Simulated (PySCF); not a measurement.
```xyz
10

C     -1.4420     1.3879    -0.9405
C     -0.5096     0.4905    -0.2850
C      0.2752    -0.2649     0.2666
Si     1.4439    -1.3897     1.0881
H     -2.4393     1.3271    -0.4787
H     -1.5476     1.1374    -2.0070
H     -1.1004     2.4319    -0.8707
H      2.5526    -1.7491     0.1529
H      2.0252    -0.7311     2.2970
H      0.7419    -2.6400     1.5090
```

Charge 0, multiplicity 1.

Task: Give the Mulliken and meta-Löwdin atomic charges from PBE-D3(BJ)/def2-TZVP run with PySCF.

Result: 
| atom | Mulliken (e) | meta-Löwdin (e) |
|---|---|---|
| C1 | -0.44 | -0.35 |
| C2 | -0.07 | 0.01 |
| C3 | -0.05 | -0.33 |
| Si4 | 0.16 | 0.45 |
| H5 | 0.16 | 0.15 |
| H6 | 0.16 | 0.15 |
| H7 | 0.16 | 0.15 |
| H8 | -0.02 | -0.08 |
| H9 | -0.02 | -0.08 |
| H10 | -0.02 | -0.08 |
